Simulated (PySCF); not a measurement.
Sn(H)2(Cl)(OMe) (CH5ClOSn), SMILES [SnH2]([Cl])[O]C. Heavy atoms are numbered as in [SnH2:1]([Cl:2])[O:3][CH3:4]. Hydrogens are named by the atom that carries them.

Geometry optimised at PBE0-D3(BJ)/def2-SVP. The def2 effective core potentials stand for the cores of Sn; spin–orbit coupling is left out. The values are those of a single conformer.

These are PBE/def2-TZVP run with PySCF values and carry that method's errors.

ESP charges are fitted to the potential on shells at 1.4 to 2.0 van der Waals radii. Atomic charges (e), one atom of each kind:

```
atom        Löwdin  ESP fit
----------  ------  -------
Sn1 (SnH2)    0.28      ___
Cl2           0.01    -0.22
O3           -0.09      ___
C4 (CH3)     -0.42    -0.21
H on Sn1     -0.04      ___
H on C4       0.10     0.10
```

Complete the blanks. (An estimate is asked for; the answer gives what the named calculation found.)


- Sn1 (SnH2), ESP fit: 0.43
- O3, ESP fit: -0.29
- H on Sn1, ESP fit: 0.00
